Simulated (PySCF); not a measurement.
B3LYP on Sn⁻ (tin, charge -1), [Kr] 4d10 5s2 5p3, high-spin 4S determinant. Calculation: PySCF 2.14, in aug-cc-pwCVTZ-PP with ECP28MDF (8s7p6d4f1g, 96 functions); a scalar-relativistic core potential.

```
cycle= 1 E= -214.378021461283  delta_E= -0.00971  |g|= 0.027  |ddm|= 0.335
cycle= 2 E= -214.378250551164  delta_E= -0.000229  |g|= 0.0158  |ddm|= 0.089
cycle= 3 E= -214.378312207055  delta_E= -6.17e-05  |g|= 0.00093  |ddm|= 0.0258
cycle= 4 E= -214.378312617572  delta_E= -4.11e-07  |g|= 0.000545  |ddm|= 0.005
cycle= 5 E= -214.378312817229  delta_E= -2e-07  |g|= 9.95e-05  |ddm|= 0.00136
cycle= 6 E= -214.378312821534  delta_E= -4.31e-09  |g|= 3.37e-06  |ddm|= 0.0003
cycle= 7 E= -214.378312821552  delta_E= -1.78e-11  |g|= 2.86e-07  |ddm|= 4.36e-05
converged SCF energy = -214.378312821552  <S^2> = 3.7506687  2S+1 = 4.0003344
```

Highest occupied orbital energy: 0.526 eV; ⟨L²⟩ = 0.00; populations by l: s 4.00, p 9.00, d 10.00, f 0.00.

(1) Can this result be used?

## Answers

(1) With care. The run converged. Energies and moments cover only the electrons outside the core potential. At B3LYP the highest occupied level has a positive energy, so only the finite basis holds that electron; in a semilocal or global hybrid functional this comes from self-interaction and does not mean that the real anion is unbound.
